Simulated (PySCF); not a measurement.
Species: C9H8FN.
Geometry (GFN2-xTB, Å), atoms numbered from 1 in this order:
```xyz
19
C9H8FN angstrom
C     -2.6104   -0.5535   -0.2938
C     -1.7526    0.0218    0.8355
C     -0.3016   -0.0093    0.4567
C      0.3125    1.0692   -0.1593
C      1.6528    1.0091   -0.5407
C      2.2523    2.1283   -1.1642
N      2.7356    3.0364   -1.6698
C      2.4027   -0.1443   -0.3099
C      1.8054   -1.2288    0.3009
C      0.4737   -1.1463    0.6692
F     -0.0887   -2.2166    1.2656
H     -2.4694    0.0178   -1.2087
H     -3.6614   -0.5190   -0.0200
H     -2.3385   -1.5885   -0.4869
H     -2.0540    1.0511    1.0362
H     -1.9083   -0.5686    1.7402
H     -0.2531    1.9705   -0.3463
H      3.4394   -0.1826   -0.6076
H      2.3538   -2.1372    0.4953
```

NICS = −σ at a ghost point: NICS(0) at the centroid of the ring atoms, NICS(1) 1 Å to either side along the normal of their mean plane, zz for the tensor component along that normal. Level: GIAO PBE0/pcSseg-1 (PySCF, non-relativistic, gas phase) on the GFN2-xTB geometry, one conformer.

Ring bond lengths (Å), with Mayer bond orders in brackets: C3–C4 1.386 (1.40), C4–C5 1.395 (1.36), C5–C8 1.395 (1.37), C8–C9 1.381 (1.43), C9–C10 1.384 (1.45), C10–C3 1.393 (1.33).

Q: Give the NICS values of each ring in ppm.

A: 
```
              ring                                              type  NICS(0)  NICS(1), two faces  NICS(1)zz, two faces  rms pucker (Å)  centre to ring atoms, mean (Å)
C3–C4–C5–C8–C9–C10  6-membered carbocycle; formal bonds all aromatic    -10.5       -11.2 / -11.3         -26.0 / -26.6            0.00                            1.39
```

Q: What can be read from them?

A: 
- C3–C4–C5–C8–C9–C10: mean NICS(1)zz -26.3 ppm, shielded, aromatic by this magnetic criterion (flat ring, no four-coordinate atom).

Q: How equal are the bonds by HOMA? HOMA = 1 − mean of α(R − Ropt)² over the ring bonds, with Krygowski's 1993 parameters (CC: Ropt 1.388 Å, α 257.7 Å⁻²).

A: 
- C3–C4–C5–C8–C9–C10: HOMA 0.99 = 1 − EN − GEO, with mean bond length 1.389 Å, EN = α(Ropt − mean)² = 0.000 and GEO = α × variance = 0.008. The geometric and the magnetic index point the same way.

Q: How shielded are the nuclei of the rings and their hydrogens (means over atoms taken as equivalent)?

A: 
```csv
atoms,environment,σ isotropic (ppm)
C3,substituted aromatic carbon,46.6
C4,aromatic CH carbon,44.5
C5,substituted aromatic carbon,73.6
C8,aromatic CH carbon,47.6
C9,aromatic CH carbon,64.5
C10,aromatic C–F carbon,14.1
H17,aromatic hydrogen,23.87
H18,aromatic hydrogen,23.89
H19,aromatic hydrogen,24.29
```
